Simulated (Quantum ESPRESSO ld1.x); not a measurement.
Species: Hf LII. Configuration: [Ar] 3d3. Calculated with ld1.x of Quantum ESPRESSO 7.5: scalar-relativistic Kohn-Sham, HCTH/120, spin-unpolarised, spherical densities, point nucleus.

Normalised radial functions P(r) = r R(r), r in bohr:

r	1s	2p	3p
0.002278	3.1417	0.0659	0.0358
0.002872	3.6673	0.0971	0.0527
0.003651	4.2535	0.1447	0.0785
0.004605	4.8392	0.2119	0.1149
0.005854	5.4272	0.3126	0.1692
0.007442	5.9409	0.4571	0.2469
0.009385	6.2976	0.6526	0.3512
0.01193	6.4387	0.9280	0.4968
0.01505	6.2788	1.2778	0.6785
0.01913	5.7561	1.7306	0.9065
0.02412	4.9135	2.2420	1.1492
0.03066	3.7856	2.8007	1.3818
0.03867	2.6138	3.2854	1.5175
0.04916	1.5263	3.6035	1.4595
0.0625	0.7305	3.6011	1.0848
0.07881	0.2822	3.2194	0.3628
0.1002	0.0772	2.4807	-0.6800
0.1264	0.0151	1.6194	-1.7176
0.1606	0.0017	0.8303	-2.4216
0.2026	0.0001	0.3307	-2.4482
0.2575	0.0000	0.0892	-1.8357
0.3248	0.0000	0.0162	-1.0140
0.4129	0.0000	0.0016	-0.3760
0.5248	0.0000	0.0001	-0.0866
0.6619	0.0000	0.0000	-0.0119
0.8414	0.0000	0.0000	-0.0007
1.061	0.0000	0.0000	0.0000

1s: eigenvalue -68608 eV, 0 radial nodes, <r> = 0.0190 bohr, 90 % of the charge inside 0.0345 bohr. 2p: eigenvalue -13087.7 eV, 0 radial nodes, <r> = 0.0712 bohr, 90 % of the charge inside 0.116 bohr. 3p: eigenvalue -5022.1 eV, 1 radial node at r = 0.0862 bohr, <r> = 0.195 bohr, 90 % of the charge inside 0.289 bohr.
